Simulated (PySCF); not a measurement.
An equivalent PySCF input for Ar²⁺ (argon, charge +2), [Ne] 3s2 3p4, high-spin 3P determinant, with the spin-free X2C one-electron Hamiltonian (Gaussian nucleus):

```python
from pyscf import gto, scf, dft, mp, cc
import basis_set_exchange as bse
mol = gto.M(atom="Ar 0 0 0", charge=2, spin=2, symmetry="D2h",
            basis=gto.basis.parse(bse.get_basis("jorge-DZP-DKH", elements=["Ar"], fmt="nwchem", header=False)),
            nucmod="G")
mf = dft.UKS(mol, xc="B88,P86").sfx2c1e()
mf.irrep_nelec = {'Ag': (3, 3), 'B1u': (2, 1), 'B2u': (2, 2), 'B3u': (2, 1)}
mf.kernel()
```

It reaches the same state as the run whose output follows, with an energy that differs only through the grid. The run itself started from symmetry-adapted Hartree-Fock orbitals and held the occupation by maximum overlap, on a logarithmic radial grid, so the iterations belong to that start.

```
SCF conv_tol = 1e-09
number electrons alpha = 9  beta = 7
XC functionals = B88,P86
    A. D. Becke.,  Phys. Rev. A 38, 3098 (1988)
    J. P. Perdew.,  Phys. Rev. B 33, 8822 (1986)
cycle= 1 E= -527.806618771831  delta_E= -0.00775  |g|= 0.0256  |ddm|= 0.0834
cycle= 2 E= -527.806692457067  delta_E= -7.37e-05  |g|= 0.00335  |ddm|= 0.0187
cycle= 3 E= -527.806695644077  delta_E= -3.19e-06  |g|= 0.00103  |ddm|= 0.00422
cycle= 4 E= -527.806695877189  delta_E= -2.33e-07  |g|= 3.36e-05  |ddm|= 0.00081
cycle= 5 E= -527.806695877568  delta_E= -3.79e-10  |g|= 9.03e-07  |ddm|= 2.81e-05
converged SCF energy = -527.806695877568  <S^2> = 2.0016976  2S+1 = 3.0011315
```
